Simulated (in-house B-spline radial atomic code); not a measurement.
Cd⁺. Computed with a B-spline radial atomic code. Model: non-relativistic spherical atom: semilocal Troullier-Martins pseudo-atom, one channel per l, against all electrons, high spin, G0W0 and RPA with empty states to l = 8, local potential for every l without a channel, a model core (radius 0 = none) keeps its share of the functional.

Without relativity these are model numbers for so heavy an element.

What the tables leave out is listed at the end.

The pseudopotential gives back the lowest level of each angular momentum of its own functional in the configuration it was made in; a second state of the same l is only approximately right. Exact exchange, RPA and GW see the smooth pseudo-orbitals and miss the exchange with the core, for which the functional's share stands in. The column with an uncorrelated core keeps all orbitals and exact exchange, and so separates missing core correlation from pseudisation. Only the three outermost levels and the lowest empty one were computed. RPA here is direct RPA, with no exchange kernel, and its energies carry an (l + 1/2)⁻⁴ tail. A hybrid on a potential with a model core restores only its own semilocal share of the core's exchange.

Command:
```bash
python run_psgw.py task.json out
```
Settings (lengths in bohr, energies in hartree):
```
Z                      48
electrons              47
configuration          [Kr] 4d10 5s1
generated_in           [Kr] 4d10 5s1
functional             pbe,pbe
core_shells            7
radius_factor          1.15
core_correction        False
ion_configuration      [Kr] 4d10
```

Run time, properties included: 83 s on 1 thread of Arm Neoverse N1, on a shared host.

Given: made with PBE; model core radius 0 bohr; local radius 1.249 bohr; mean-field start PBE.

Valence shells of the generating configuration: 4p, 4d, 5s.

Channel: s 2.697, p 0.993, d 1.118 (radii in bohr).

Computed: largest level miss in the spin-unpolarised generating configuration 0.001 eV; valence RPA correlation energy all-electron orbitals -1.0797 hartree; all-electron RPA polarisability, core included 19.852 bohr³; pseudo-atom RPA polarisability 19.829 bohr³; ionisation by mean-field all-electron 16.492 eV; ionisation by mean-field pseudo minus all 0.008 eV; ionisation by RPA pseudo minus all 1.127 eV.

```csv
level,occupied,mean-field all-electron (eV),mean-field pseudo minus all (eV),G0W0 all-electron (eV),G0W0 uncorrelated core minus all (eV),G0W0 pseudo minus all (eV),exchange self-energy all-electron (eV),exchange self-energy pseudo (eV)
5s up,1,-12.765,-0.003,-16.669,-0.016,-0.911,-12.404,-12.834
4d down,1,-21.015,0.002,-27.349,0.09,0.838,-39.242,-32.622
5s down (empty),0,-11.827,0.001,-8.7779,-0.014,-0.914,-3.4679,-3.956
```

(1) What is the valence RPA correlation energy pseudo?

(2) What is the ionisation by RPA all-electron?

Given: mean-field start PBE0.

Computed: valence RPA correlation energy all-electron orbitals -1.0259 hartree; pseudo-atom RPA polarisability 16.212 bohr³; ionisation by mean-field all-electron 16.176 eV; ionisation by mean-field pseudo minus all 0.461 eV; ionisation by RPA all-electron 16.487 eV; ionisation by RPA pseudo minus all 1.23 eV.

```tsv
level	occupied	mean-field all-electron (eV)	mean-field pseudo minus all (eV)	G0W0 all-electron (eV)	G0W0 uncorrelated core minus all (eV)	G0W0 pseudo minus all (eV)	exchange self-energy all-electron (eV)	exchange self-energy pseudo (eV)
5s up	1	-13.462	-0.385	-16.557	-0.014	-1.085	-12.213	-13.346
4d down	1	-23.247	0.298	-27.847	0.104	0.955	-39.364	-32.701
5s down (empty)	0	-10.566	-0.338	-8.5672	-0.012	-0.85	-3.1623	-4.041
```

(3) What is the valence RPA correlation energy pseudo?

(4) What is the all-electron RPA polarisability, core included?

Given: mean-field start Hartree-Fock.

Computed: valence RPA correlation energy all-electron orbitals -0.89734 hartree; valence RPA correlation energy pseudo -1.0644 hartree; pseudo-atom RPA polarisability 10.478 bohr³; ionisation by mean-field all-electron 14.838 eV; ionisation by mean-field pseudo minus all 1.918 eV; ionisation by RPA pseudo minus all 1.381 eV.

```json
{"level": "5s up", "occupied": "1", "mean-field all-electron (eV)": "-14.951", "mean-field pseudo minus all (eV)": "-2.022", "G0W0 all-electron (eV)": "-16.222", "G0W0 uncorrelated core minus all (eV)": "-0.008", "G0W0 pseudo minus all (eV)": "-1.398", "exchange self-energy all-electron (eV)": "-11.356", "exchange self-energy pseudo (eV)": "-14.97"}
{"level": "4d down", "occupied": "?", "mean-field all-electron (eV)": "?", "mean-field pseudo minus all (eV)": "?", "G0W0 all-electron (eV)": "?", "G0W0 uncorrelated core minus all (eV)": "?", "G0W0 pseudo minus all (eV)": "?", "exchange self-energy all-electron (eV)": "?", "exchange self-energy pseudo (eV)": "?"}
{"level": "4d up", "occupied": "1", "mean-field all-electron (eV)": "-29.08", "mean-field pseudo minus all (eV)": "1.026", "G0W0 all-electron (eV)": "-28.753", "G0W0 uncorrelated core minus all (eV)": "0.114", "G0W0 pseudo minus all (eV)": "1.158", "exchange self-energy all-electron (eV)": "-39.384", "exchange self-energy pseudo (eV)": "-32.997"}
{"level": "5s down (empty)", "occupied": "0", "mean-field all-electron (eV)": "-6.6857", "mean-field pseudo minus all (eV)": "-0.998", "G0W0 all-electron (eV)": "-8.1338", "G0W0 uncorrelated core minus all (eV)": "-0.005", "G0W0 pseudo minus all (eV)": "-0.687", "exchange self-energy all-electron (eV)": "-2.0255", "exchange self-energy pseudo (eV)": "-3.8821"}
```

(5) What belongs in the row 4d down?

(6) What is the ionisation by RPA all-electron?

(7) What is the all-electron RPA polarisability, core included?

Results:

(1) -1.2416 hartree.

(2) 16.629 eV.

(3) -1.1902 hartree.

(4) 17.563 bohr³.

(5) occupied: 1; mean-field all-electron (eV): -28.957; mean-field pseudo minus all (eV): 1.333; G0W0 all-electron (eV): -28.624; G0W0 uncorrelated core minus all (eV): 0.116; G0W0 pseudo minus all (eV): 1.384; exchange self-energy all-electron (eV): -39.57; exchange self-energy pseudo (eV): -32.842.

(6) 16.139 eV.

(7) 14.384 bohr³.

Among the listed levels the largest G0W0 shift of the pseudo-atom is -1.40 eV, for 5s up on the Hartree-Fock start, while leaving the core uncorrelated moves that level by -0.01 eV. So pseudisation and the lost core exchange, not the missing core correlation, make the error. Not in the tables (levels of low weight, unsolved or above zero; the highest and the empty levels are kept at any weight): on PBE the G0W0 levels 4d up (pseudo minus all +0.71 eV, weights 0.76 and 0.69); on PBE0 the G0W0 levels 4d up (pseudo minus all +0.76 eV, weights 0.73 and 0.83).
